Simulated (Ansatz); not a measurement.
Molecule: Si2H3F2 (charge 0, doublet). SMILES: F[SiH][SiH2]F
Coordinates optimised at B3LYP-D3(BJ)/def2-TZVP (Ansatz, a program for electronic structure):
```xyz
7

F      1.9181     1.2415     0.1939
Si     1.1664    -0.1098    -0.2841
Si    -1.1169     0.0643     0.2927
F     -1.8637    -1.1765    -0.4137
H      1.8848    -1.2481     0.3553
H     -1.3890    -0.0229     1.7474
H     -1.6780     1.3231    -0.2443
```
Charge 0, spin multiplicity 2.

Quantity: enthalpy of formation at 298 K, in kcal/mol. Terms: 6-311+G** with 5d, 6d on Na to Ar in Ansatz; non-relativistic; valence correlation only; dispersion terms only where a functional's name holds one; LANL2DZ with its own core potentials from Na on; 6-31G* and kin with 6d, 5d where marked; spin-orbit terms left out; UHF or UKS for open shells. Basis-set limits of correlation are two-point, X^-3; Hartree-Fock from the larger set. First-principles rows: single points at B3LYP-D3(BJ) geometries (Ansatz), with unscaled harmonic terms from B3LYP/6-31G* (Ansatz) at its own minima, enthalpies of formation by atomisation with measured atoms.

Coupled cluster (Ansatz) is a level with limits of its own, used here on species with T1 under 0.025 (0.045 for open shells) and stable references: CCSD(T)/CBS(aug-cc-pV(T+d)Z,aug-cc-pV(Q+d)Z).

Value to compare with, CCSD(T)/CBS(aug-cc-pV(T+d)Z,aug-cc-pV(Q+d)Z) (Ansatz): -130.7 kcal/mol.

```json
[
 {"level": "HF/LANL2DZ", "program": "Ansatz", "enthalpy of formation at 298 K (kcal/mol)": "95.2", "difference": "225.9"},
 {"level": "SVWN5/6-31G*", "program": "Ansatz", "enthalpy of formation at 298 K (kcal/mol)": "-190.6", "difference": "-59.9"},
 {"level": "PBE/6-311+G**", "program": "Ansatz", "enthalpy of formation at 298 K (kcal/mol)": "-107.3", "difference": "23.4"},
 {"level": "B3LYP/STO-3G", "program": "Ansatz", "enthalpy of formation at 298 K (kcal/mol)": "-199.9", "difference": "-69.2"},
 {"level": "B3LYP/6-31G", "program": "Ansatz", "enthalpy of formation at 298 K (kcal/mol)": "-36.8", "difference": "93.9"},
 {"level": "B3LYP/6-31G*", "program": "Ansatz", "enthalpy of formation at 298 K (kcal/mol)": "-110.3", "difference": "20.4"},
 {"level": "MP2/6-311+G**", "program": "Ansatz", "enthalpy of formation at 298 K (kcal/mol)": "-89.6", "difference": "41.1"},
 {"level": "B3LYP-D3(BJ)/def2-TZVPD", "program": "Ansatz + dftd3", "enthalpy of formation at 298 K (kcal/mol)": "-124.9", "difference": "5.8"},
 {"level": "B2PLYP-D3(BJ)/def2-TZVPD", "program": "Ansatz + dftd3", "enthalpy of formation at 298 K (kcal/mol)": "-121.4", "difference": "9.3"}
]
```

Among the 7 habitual levels, HF/LANL2DZ lies farthest from CCSD(T)/CBS(aug-cc-pV(T+d)Z,aug-cc-pV(Q+d)Z) (Ansatz) (225.9 kcal/mol) and B3LYP/6-31G* nearest (20.4); 5 of 7 lie above it, and their mean absolute difference is 76.3 kcal/mol, the median 59.9. One case shows no general order.

The levels are drawn from those run, B3LYP/6-31G* more often than the rest, none by its result; left out are runs that failed, that the program found above a lower state of the same kind, or whose <S^2> lies over 0.5 above the pure value.
